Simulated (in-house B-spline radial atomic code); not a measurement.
Functionals against successive ionisation energies: Se to Se⁶⁺

Ionisation energies as differences of self-consistent total energies from an all-electron radial atomic-structure program (B-spline basis): all electrons, radial basis limit, scalar-relativistic (one-electron X2C), spin-polarised at highest spin, spherical densities; exact exchange is averaged over the determinants of each configuration. No spin-orbit coupling, Breit or QED terms. NIST's values run from ground level to ground level, so in open shells the differences also hold multiplet and fine-structure energies that spherical high-spin averages miss. Columns give computed minus NIST, in eV; a star marks a semi-empirical value. Species are left out where the tabulated value is theory, is uncertain by more than 0.12 eV, or (13 ions, such as In⁴⁺, Te⁴⁺ and Bi⁴⁺) lies off its series for all methods alike, which flatters the means a little.

```csv
species,shell,NIST (eV),PBEsol,r2SCAN,HSE06,TPSSh,BHandHLYP
Se,4p,9.75,-0.23,-0.47,-0.16,-0.30,-0.13
Se⁺,4p,21.20 ± 0.01,+0.12,+0.59,+0.18,+0.29,+0.01
Se²⁺,4p,31.70 ± 0.02,-0.02,+0.28,-0.04,+0.04,-0.15
Se³⁺,4p,42.95,-0.39,-0.44,-0.34,-0.48,-0.35
Se⁵⁺,4s,81.83 ± 0.03,+1.06,+0.64,+0.88,+0.57,+0.77
Se⁶⁺,3d,155.33 ± 0.01,-0.12,+0.73,-0.19,-0.17,-0.29
```

Problem. How do the methods rank, and which species is hardest?

Solution. Mean absolute (signed) differences: BHandHLYP 0.28 (-0.02) eV; HSE06 0.30 (+0.05) eV; TPSSh 0.31 (-0.01) eV; PBEsol 0.32 (+0.07) eV; r2SCAN 0.52 (+0.22) eV. For Se⁵⁺, which loses a 4s electron, the nearest method is off by +0.57 eV, the largest such miss. The first two are tied within the accuracy of the references.
